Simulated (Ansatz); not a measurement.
One change: `O=C[NH][SnH2][OH]` becomes `O=CN[SiH2]O`.

Ansatz, PBE0-D4/def2-TZVP geometries, multiplicity 1. Each molecule was computed in one conformer, which needn't be the lowest.

Elements past krypton have def2 core potentials.

| property | `O=C[NH][SnH2][OH]` |
| --- | --- |
| size of the dipole moment (ωB97M-V/def2-TZVPP) / D | 3.56 |
| HOMO–LUMO gap (PBE/def2-TZVPP) / eV | 5.00 |
| HOMO energy (PBE0/def2-TZVPP) / eV | -7.91 |
| HOMO energy (PBE/def2-TZVPP) / eV | -6.33 |
| LUMO energy (B3LYP/def2-TZVPP) / eV | -0.70 |
| HOMO–LUMO gap (ωB97M-V/def2-TZVPP) / eV | 11.44 |

(1) Give the same properties after the change, and the shifts. (Best estimate.)

## Answers

(1) Computed: 
```json
{"property": "size of the dipole moment (ωB97M-V/def2-TZVPP) / D", "`O=CN[SiH2]O`": "3.02", "shift": "-0.54"}
{"property": "HOMO–LUMO gap (PBE/def2-TZVPP) / eV", "`O=CN[SiH2]O`": "5.04", "shift": "0.04"}
{"property": "HOMO energy (PBE0/def2-TZVPP) / eV", "`O=CN[SiH2]O`": "-8.02", "shift": "-0.11"}
{"property": "HOMO energy (PBE/def2-TZVPP) / eV", "`O=CN[SiH2]O`": "-6.38", "shift": "-0.05"}
{"property": "LUMO energy (B3LYP/def2-TZVPP) / eV", "`O=CN[SiH2]O`": "-0.55", "shift": "0.15"}
{"property": "HOMO–LUMO gap (ωB97M-V/def2-TZVPP) / eV", "`O=CN[SiH2]O`": "12.22", "shift": "0.78"}
```

With PBE0 the HOMO falls by 0.11 eV and the LUMO rises by 0.13 eV, so the gap widens by about 0.24 eV. PBE moves the HOMO by -0.05 eV and ωB97M-V by -0.16 eV. Dipoles are sizes alone; their direction can turn.

B3LYP here is the variant with VWN-RPA as its local correlation; programs differ in this.
